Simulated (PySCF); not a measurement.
An equivalent PySCF input for Be⁺ (beryllium, charge +1), [He] 2s1, 2S determinant, with the spin-free X2C one-electron Hamiltonian (Gaussian nucleus):

```python
from pyscf import gto, scf, dft, mp, cc
import basis_set_exchange as bse
mol = gto.M(atom="Be 0 0 0", charge=1, spin=1, symmetry="D2h",
            basis=gto.basis.parse(bse.get_basis("Sapporo-DZP-2012", elements=["Be"], fmt="nwchem", header=False)),
            nucmod="G")
mf = dft.UKS(mol, xc="MN15").sfx2c1e()
mf.irrep_nelec = {'Ag': (2, 1)}
mf.kernel()
```

It reaches the same state as the run whose output follows, with an energy that differs only through the grid. The run itself started from symmetry-adapted Hartree-Fock orbitals and held the occupation by maximum overlap, on a logarithmic radial grid, so the iterations belong to that start.

```
SCF conv_tol = 1e-09
number electrons alpha = 2  beta = 1
XC functionals = MN15
    H. S. Yu, X. He, S. L. Li, and D. G. Truhlar.,  Chem. Sci. 7, 5032-5051 (2016)
    H. S. Yu, X. He, S. L. Li, and D. G. Truhlar.,  Chem. Sci. 7, 5032-5051 (2016)
cycle= 1 E= -14.3285605011398  delta_E= -0.00169  |g|= 0.0146  |ddm|= 0.0425
cycle= 2 E= -14.3285848418305  delta_E= -2.43e-05  |g|= 0.00215  |ddm|= 0.00585
cycle= 3 E= -14.3285854066061  delta_E= -5.65e-07  |g|= 3.02e-05  |ddm|= 0.000712
cycle= 4 E= -14.3285854067993  delta_E= -1.93e-10  |g|= 6.38e-07  |ddm|= 2.66e-05
converged SCF energy = -14.3285854067993  <S^2> = 0.75002198  2S+1 = 2.000022
```
